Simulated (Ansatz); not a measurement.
Geometry optimisation, Ansatz 0.2.0, RKS PBE0-D4/6-31G*.

The input (input.yaml):

```yaml
crystal:
  periodic: [false, false, false]
  atoms:
    - { symbol: Si, position_ang: [0.0, 0.0, 0.0] }
    - { symbol: O, position_ang: [0.0, 0.0, 1.68] }
    - { symbol: Si, position_ang: [-1.3147, -0.4067, 2.6436] }
    - { symbol: H, position_ang: [-2.239, -1.2403, 1.8804] }
    - { symbol: H, position_ang: [-0.8506, -1.1432, 3.8157] }
    - { symbol: H, position_ang: [-1.9987, 0.8095, 3.0733] }
    - { symbol: C, position_ang: [1.7634, 0.0, -0.6227] }
    - { symbol: H, position_ang: [2.1111, -1.0463, -0.7509] }
    - { symbol: H, position_ang: [1.8119, 0.5276, -1.5981] }
    - { symbol: H, position_ang: [2.4154, 0.5187, 0.1108] }
    - { symbol: C, position_ang: [-0.8808, 1.5259, -0.6227] }
    - { symbol: H, position_ang: [-1.9334, 1.2723, -0.8671] }
    - { symbol: H, position_ang: [-0.8624, 2.3106, 0.1622] }
    - { symbol: H, position_ang: [-0.3704, 1.9025, -1.5336] }
    - { symbol: C, position_ang: [-0.8808, -1.5259, -0.6227] }
    - { symbol: H, position_ang: [-1.3804, -2.0377, 0.2261] }
    - { symbol: H, position_ang: [-1.6409, -1.2332, -1.3768] }
    - { symbol: H, position_ang: [-0.1449, -2.2146, -1.0879] }
basis:
  gaussian: { orbitals: "6-31G*" }
hamiltonian:
  xc: pbe0
  dispersion: d4
relax:
  f_tol: 0.02
  max_steps: 40
```

Run as:

```bash
$ ansatz run input.yaml --threads 2 --pin off --max-ram 3072MiB --backend cpu --events-out ev --progress --plain --runs-dir out
```

**Question.** Where does it end, and by what steps?

**Answer.** The forces met the threshold. The force dipped under the threshold on the way, but the program's further checks kept it going. After 15 steps the energy has fallen by 0.365 eV; H16 moved furthest, 1.12 Å.

```json
{"step": "0", "energy less start (eV)": "0.0000", "largest force component (eV/Å)": "1.109", "accepted": "yes"}
{"step": "1", "energy less start (eV)": "-0.1819", "largest force component (eV/Å)": "0.695", "accepted": "yes"}
{"step": "2", "energy less start (eV)": "-0.2317", "largest force component (eV/Å)": "0.508", "accepted": "yes"}
{"step": "3", "energy less start (eV)": "-0.2815", "largest force component (eV/Å)": "0.265", "accepted": "yes"}
{"step": "4", "energy less start (eV)": "-0.3038", "largest force component (eV/Å)": "0.444", "accepted": "yes"}
{"step": "5", "energy less start (eV)": "-0.3418", "largest force component (eV/Å)": "0.181", "accepted": "yes"}
{"step": "6", "energy less start (eV)": "-0.3215", "largest force component (eV/Å)": "0.893", "accepted": "no"}
{"step": "7", "energy less start (eV)": "-0.3521", "largest force component (eV/Å)": "0.089", "accepted": "yes"}
{"step": "8", "energy less start (eV)": "-0.3581", "largest force component (eV/Å)": "0.121", "accepted": "yes"}
{"step": "9", "energy less start (eV)": "-0.3604", "largest force component (eV/Å)": "0.244", "accepted": "yes"}
{"step": "10", "energy less start (eV)": "-0.3530", "largest force component (eV/Å)": "0.281", "accepted": "no"}
{"step": "11", "energy less start (eV)": "-0.3638", "largest force component (eV/Å)": "0.018", "accepted": "yes"}
{"step": "12", "energy less start (eV)": "-0.3646", "largest force component (eV/Å)": "0.015", "accepted": "yes"}
{"step": "13", "energy less start (eV)": "-0.3650", "largest force component (eV/Å)": "0.040", "accepted": "yes"}
{"step": "14", "energy less start (eV)": "-0.3643", "largest force component (eV/Å)": "0.146", "accepted": "no"}
{"step": "15", "energy less start (eV)": "-0.3651", "largest force component (eV/Å)": "0.012", "accepted": "yes"}
```

```xyz
18
Properties=species:S:1:pos:R:3
Si -0.051 -0.091 -0.091
O -0.120 -0.349 1.558
Si -1.244 -0.407 2.757
H -2.415 -1.247 2.364
H -0.619 -0.997 3.971
H -1.749 0.957 3.091
C 1.761 0.046 -0.539
H 2.304 -0.863 -0.256
H 1.892 0.193 -1.618
H 2.232 0.891 -0.025
C -0.969 1.494 -0.505
H -2.031 1.424 -0.238
H -0.547 2.351 0.033
H -0.914 1.713 -1.578
C -0.854 -1.544 -0.965
H -1.907 -1.648 -0.679
H -0.817 -1.420 -2.054
H -0.347 -2.484 -0.717
```

Whether the end is a true minimum wasn't checked by a vibrational analysis.

Time of the run: 3.9 min on 2 threads of AMD EPYC (Zen 3), on a shared host, peak memory 0.34 GiB.
